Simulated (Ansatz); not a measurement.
Coupled-cluster run, H7NOSi2, SMILES `O[SiH2]N[SiH3]`.

```yaml
crystal:
  periodic: [false, false, false]
  atoms:
    - {symbol: O, position_ang: [-0.630568, 1.585538, -1.507890]}
    - {symbol: Si, position_ang: [-0.164450, 1.375012, 0.056005]}
    - {symbol: N, position_ang: [0.618591, -0.124302, 0.368136]}
    - {symbol: Si, position_ang: [-0.088299, -1.701928, 0.365904]}
    - {symbol: H, position_ang: [0.048411, 1.563483, -2.183641]}
    - {symbol: H, position_ang: [-1.438419, 1.461226, 0.801152]}
    - {symbol: H, position_ang: [0.804955, 2.425182, 0.469156]}
    - {symbol: H, position_ang: [1.612398, -0.070427, 0.538286]}
    - {symbol: H, position_ang: [0.373011, -2.532702, -0.780625]}
    - {symbol: H, position_ang: [-1.557288, -1.513643, 0.268181]}
    - {symbol: H, position_ang: [0.246859, -2.440537, 1.613336]}
basis:
  gaussian: {orbitals: def2-TZVPP}
correlation: {method: ccsd_t}
```

```sh
$ ansatz run in.yaml --threads 4 --pin off --events-out ev --progress --plain
```

Log, shortened:

```
Functional definition: HF
1410 factors; integrals over basis functions are off by at most 1.1e-3 eV
mean field evaluation 1: about -19354.4780 eV, gradient 4.7e1 eV
mean field evaluation 2: about -19354.7084 eV, gradient 4.8e1 eV
mean field evaluation 4: about -19359.3054 eV, gradient 3.6e0 eV
mean field evaluation 8: about -19359.3652 eV, gradient 2.3e-1 eV
mean field -19359.36532971 eV, -711.4435536177 hartree, gradient 2.0e-6 eV, S^2 0.000000; 0 other end points of the search recorded, 0 dependent functions left out
12 core orbitals not correlated: weight in the atoms' cores, before any rotation towards them, 1.000 or more for the frozen orbitals, at most 0.000 for the correlated occupied ones
reference -19359.36532971 eV, -711.4435536177 hartree; 13, 13 occupied and 219, 219 virtual orbitals, 1410 factors
second order -19.20760343 eV of doubles, -0.00000000 eV of singles
cycle   1  -19.79454335 eV  change   -5.9e-1 eV  update   9.4e-2
cycle   2  -20.31433642 eV  change   -5.2e-1 eV  update   2.8e-2
cycle   3  -20.41190473 eV  change   -9.8e-2 eV  update   1.3e-2
cycle   4  -20.40081734 eV  change    1.1e-2 eV  update   3.0e-3
cycle   5  -20.40050152 eV  change    3.2e-4 eV  update   1.4e-3
cycle   6  -20.40084897 eV  change   -3.5e-4 eV  update   3.8e-4
cycle   7  -20.40064482 eV  change    2.0e-4 eV  update   1.4e-4
cycle   8  -20.40061832 eV  change    2.6e-5 eV  update   4.6e-5
cycle   9  -20.40063317 eV  change   -1.5e-5 eV  update   1.7e-5
perturbative correction -0.70392094 eV, -0.0258686175 hartree
Total energy: -19380.46988382 eV, -712.2191316761 hartree
```

It took 53 s on 4 threads of a server CPU on a shared host, with 4.6 GiB of host memory at the peak.

Correlation energy per correlated electron: -0.812 eV. T1 diagnostic: 0.0111.
